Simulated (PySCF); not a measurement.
Ligands exchanged one at a time, Ga Br-SH. Isolated molecules, 0 K electronic values unless said otherwise. One relaxed conformer stands for each flexible species; it need not be the lowest. Strings in code marks are SMILES.

Computed with PBE-D3(BJ)/def2-TZVP // B3LYP-D3(BJ)/def2-TZVP (PySCF). All candidates: neutral, multiplicity 1. Excitations are Tamm–Dancoff values on a coarser integration grid. The basis has no diffuse functions, so Rydberg states are missing or too high.

```json
{
  "S1 excitation (TDA)": "4.55 eV",
  "HOMO–LUMO gap": "4.46 eV",
  "LUMO": "-1.98 eV"
}
```

Task: Say which member has these values.
A) `[SH][Ga]([SH])[SH]`
B) `[SH][Ga]([SH])[Br]` (H–S–Ga–Br torsion 180°, Br–Ga–S–H torsion 180°)
C) `[Br][Ga]([Br])[Br]`
D) `[SH][Ga]([Br])[Br]` (H–S–Ga–Br torsion 180°)

Result: A, `[SH][Ga]([SH])[SH]`. The others give `[SH][Ga]([SH])[Br]` (H–S–Ga–Br torsion 180°, Br–Ga–S–H torsion 180°): 4.44 eV, 4.33 eV, -2.37 eV; `[SH][Ga]([Br])[Br]` (H–S–Ga–Br torsion 180°): 4.32 eV, 4.20 eV, -2.82 eV; `[Br][Ga]([Br])[Br]`: 4.33 eV, 4.17 eV, -3.24 eV
